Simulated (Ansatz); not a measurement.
A nudged elastic band was laid between two geometries of AsH3 + H5NSn (11 atoms, charge 0, multiplicity 1).

Level of theory: UKS PBE0-D4/def2-SVP in Ansatz.

| Item | Value |
| --- | --- |
| movable images | 7 |
| climbing image | yes |
| spring | 5.0 eV/Å² |
| optimiser | quadratic models (default) |
| start path | through a guess of the saddle point |
| force threshold | 0.05 eV/Å |
| iteration limit | 60 |
| end points | relaxed |

Image 0:

```xyz
11
Properties=species:S:1:pos:R:3
Sn -0.584 -0.423 -1.507
N 1.317 0.304 -1.275
H -0.607 -1.246 -3.009
H -1.073 -1.500 -0.256
H -1.595 0.958 -1.532
H 0.808 0.426 1.518
As 0.050 0.518 2.840
H 1.999 -0.394 -0.986
H 1.371 1.072 -0.610
H -1.155 1.166 2.160
H -0.530 -0.881 2.658
```

Image 8:

```xyz
11
Properties=species:S:1:pos:R:3
Sn -1.251 -0.290 -0.623
N 1.695 0.580 -0.481
H -0.353 -1.604 -1.256
H -2.921 -0.747 -0.676
H -1.102 1.095 -1.623
H 1.955 1.324 0.166
As -0.637 0.280 1.848
H 2.368 -0.173 -0.342
H 1.859 0.945 -1.418
H -1.844 -0.442 2.443
H 0.231 -0.969 1.962
```

Task: Which bonds break or form, and what moves?

Result: Bonds broken: Sn1–N2, H6–As7. Bonds formed: Sn1–As7, N2–H6. AsH3 + H5NSn becomes AsH5Sn + H3N.

Task: What energy profile does the band end with?

Result: The forces met the threshold. The highest image is number 3 of 0 to 8, 15.0 kcal/mol above the first end and 38.2 kcal/mol above the last; the last end lies 23.2 kcal/mol below the first. A vibrational analysis at the climbing image gives one clearly imaginary mode, 364i cm⁻¹: a first-order saddle point. The orbitals were unrestricted but ended closed-shell.

| image | path coordinate (Å) | energy (kcal/mol) | Sn1–N2 (Å) | H6–As7 (Å) | Sn1–As7 (Å) |
| --- | --- | --- | --- | --- | --- |
| 0 | 0.00 | 0.0 | 2.05 | 1.53 | 4.49 |
| 1 | 0.81 | 0.2 | 2.05 | 1.53 | 4.30 |
| 2 | 1.62 | 1.1 | 2.06 | 1.55 | 4.00 |
| 3 | 2.43 | 15.0 | 2.17 | 2.02 | 3.70 |
| 4 | 3.67 | -1.8 | 2.46 | 2.33 | 2.84 |
| 5 | 4.90 | -16.5 | 2.97 | 2.74 | 2.64 |
| 6 | 6.13 | -22.2 | 3.08 | 3.12 | 2.62 |
| 7 | 7.37 | -22.7 | 3.09 | 3.19 | 2.61 |
| 8 | 8.60 | -23.2 | 3.08 | 3.26 | 2.61 |

Task: What is the geometry of the highest image?

Result: 
```xyz
11
Properties=species:S:1:pos:R:3
Sn -0.737 -0.367 -1.127
N 1.254 0.218 -0.508
H -0.398 -0.802 -2.757
H -1.207 -1.715 -0.217
H -1.692 1.034 -1.060
H 0.973 0.442 0.615
As -0.020 0.617 2.366
H 1.958 -0.523 -0.578
H 1.619 1.054 -0.976
H -1.406 0.921 1.780
H -0.345 -0.879 2.462
```

Task: What are the harmonic wavenumbers there?

Result: 364i, 96, 110, 157, 245, 328, 374, 417, 439, 469, 638, 683, 726, 784, 822, 882, 989, 1408, 1491, 1582, 1921, 1995, 2018, 2152, 2172, 3461, 3580 cm⁻¹.

Time of the run: 11 min on 4 threads of Arm Neoverse N1 (shared host), peak memory 0.44 GiB.
